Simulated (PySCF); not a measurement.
# Strontium: a sound run and one with changed settings

Sound run: Sr [Kr] 5s2, Sr⁺ [Kr] 5s1. All numbers are calculated (PySCF 2.14, scalar relativity through the core potential, in def2-SVP with the def2 core potential (28 electrons) (4s3p2d, 23 functions)). The sound run starts from symmetry-adapted Hartree-Fock orbitals and uses a fine grid where one is needed.

Changed run: basis STO-3G, all-electron and non-relativistic. This setting is unsound on purpose.

```json
{"species": "Sr", "method": "UHF", "sound run (hartree)": "-30.33878", "changed run (hartree)": "-3099.11673", "converged": "yes"}
{"species": "Sr", "method": "TPSS", "sound run (hartree)": "-30.66722", "changed run (hartree)": "-3100.44827", "converged": "yes"}
{"species": "Sr", "method": "BP86", "sound run (hartree)": "-30.72058", "changed run (hartree)": "-3100.82335", "converged": "yes"}
{"species": "Sr⁺", "method": "UHF", "sound run (hartree)": "-30.16456", "changed run (hartree)": "-3099.06918", "converged": "yes"}
{"species": "Sr⁺", "method": "TPSS", "sound run (hartree)": "-30.46225", "changed run (hartree)": "-3100.34935", "converged": "yes"}
{"species": "Sr⁺", "method": "BP86", "sound run (hartree)": "-30.50683", "changed run (hartree)": "-3100.71078", "converged": "yes"}
```

Ionisation energy of Sr:

```csv
method,sound run (eV),changed run (eV)
UHF,4.741,1.294
TPSS,5.578,2.692
BP86,5.816,3.063
```

A minimal basis cannot let orbitals breathe on ionisation and holds almost no correlation. The Hamiltonian changed with the basis, so the totals do not compare.

For comparison, NIST gives 5.695 eV between the lowest levels.
